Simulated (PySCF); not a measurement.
# Radiative rates from a computed spectrum

Compound: InI₃.
SMILES: `[I][In]([I])[I]`

Theory: TDDFT CAM-B3LYP/def2-SVPD, vertical, gas phase, core orbitals frozen in the response, def2 core potentials past Kr in PySCF 2.14.0, density-fitted response routines. Geometry: PBE0-D3(BJ)/def2-SVP; no solvent, vibrations or thermal averaging. Spin–orbit coupling is left out.

For one non-degenerate pair of states in vacuum, A = 0.6670 f ν̃² s⁻¹ with ν̃ in cm⁻¹, τ = 1/A, |μ|² = 3f / (2ΔE) in atomic units, and the integrated cross-section is ∫σ dE = 109.76 f Mb·eV.

States that coincide in energy are taken one by one. The rates are for emission to S0 at the absorption energy, with no other channel.

Energies and rates of the computed singlets with f of 0.002 or more:

| state | ν̃ (cm⁻¹) | A (s⁻¹) |
| --- | --- | --- |
| S4 | 32560 | 3.79×10⁷ |
| S5 | 32620 | 3.82×10⁷ |
| S6 | 36060 | 1.53×10⁷ |

Task: Which f and |μ| stand behind these rates?

Result: f = A / (0.6670 ν̃²), and |μ| follows from f:

```csv
state,f,|μ| (D),τ,"main configurations (H = HOMO, L = LUMO)"
S4,0.054,1.87,26 ns,H-3/H-2/H-1→L (≥92%)
S5,0.054,1.87,26 ns,H-3/H-2/H-1→L (≥93%)
S6,0.018,1.02,65 ns,H-5→L (96%)
```

Task: What is the integrated cross-section of all computed states together?

Result: Σf = 0.125 over S1 to S9, so 109.76 × Σf ≈ 13.7 Mb·eV.

Task: Suppose S4 emitted 0.3 eV lower with the same transition dipole. How would A change?

Result: At fixed |μ|, A goes as the cube of the energy: (3.74/4.04)³ = 0.79, which makes τ about 33 ns.

Task: Which computed singlets stay under f = 0.002?

Result: S1 (3.74 eV, f 0.0000), S2 (3.92 eV, f 0.0000), S3 (3.93 eV, f 0.0000), S7 (4.79 eV, f 0.0000), S8 (4.96 eV, f 0.0000) and S9 (4.96 eV, f 0.0000).

All these states lie below the vertical ionisation energy of 9.83 eV (ΔSCF).

The run took 3.7 min wall (with the writing of density and orbital grids) on one thread of an Intel Xeon at 2.50 GHz, on a shared host, and the process peaked at 0.77 GiB of memory.
